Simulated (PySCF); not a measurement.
From computed data to an observable: chemical shift, span and skew from a shielding tensor

Si(H)(Br)(Me)(vinyl) (C₃H₇BrSi), SMILES C[SiH](C=C)Br. Atoms are numbered in the order given.

```xyz
12

Si     0.1795    -0.5009    -0.8649
C      1.5327    -1.7585    -0.5822
Br     0.3933     1.1406     0.6477
C     -1.5159    -1.2584    -0.6948
C     -2.4486    -0.8897     0.1889
H      0.3355     0.1338    -2.2070
H      1.4489    -2.5744    -1.3184
H      2.5256    -1.2970    -0.6878
H      1.4514    -2.1904     0.4264
H     -1.7512    -2.0820    -1.3849
H     -2.2722    -0.0741     0.8992
H     -3.4250    -1.3837     0.2403
```

Coordinates come from a PBE0-D3(BJ)/def2-SVP optimisation. Other conformers were not sampled.

GIAO shieldings from KT2/pcSseg-1 (PySCF), non-relativistic, no solvent. The symmetric part of the tensor of C5 has the principal values -64.0, 41.3, 165.5 ppm. The same nucleus in TMS has σ = 185.1 ppm at this level (PySCF, at its B3LYP-D3(BJ)/def2-TZVP geometry). Without spin–orbit terms, shifts of atoms bonded to Cl or Br come out too high.

**Question.** Work out the isotropic shielding, the ¹³C shift against TMS, the span and the skew.

**Answer.** 
σ(iso) = (σ11 + σ22 + σ33)/3 = 47.6 ppm. δ = σ(ref) − σ(iso) = 185.1 − (47.6) = 137.5 ppm.
Span Ω = σ33 − σ11 = 229.5 ppm. Skew κ = 3(σ(iso) − σ22)/Ω = 0.08. Tumbling in solution averages the tensor to δ; in a static solid the shielding alone would spread this spin-1/2 line over Ω.
